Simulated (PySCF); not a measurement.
C3HBr2Cl, SMILES C(=CCl)=C(Br)Br. Geometry optimised at PBE0-D3(BJ)/def2-SVP. This is a generated structure with no PubChem entry under its InChIKey; it may be hypothetical.

**Question.** Give the equilibrium geometry at PBE0-D3(BJ)/def2-SVP (PySCF confirms it by a frequency run) as bond lengths and angles, and its point group. (An estimate is asked for; the answer gives what the named calculation found.)

**Answer.** point group Cs.
Atoms: Cl1 C2 C3 C4 Br5 Br6 H7. Bond lengths (Å): Cl1–C2 1.727, C2–C3 1.308, C2–H7 1.095, C3–C4 1.304, C4–Br5 1.883, C4–Br6 1.883. Angles (°): Cl1–C2–C3 123.5, Cl1–C2–H7 113.9, C3–C2–H7 122.6, C2–C3–C4 179.6, C3–C4–Br5 122.1, C3–C4–Br6 122.1, Br5–C4–Br6 115.8.
Charge 0, spin multiplicity 1.
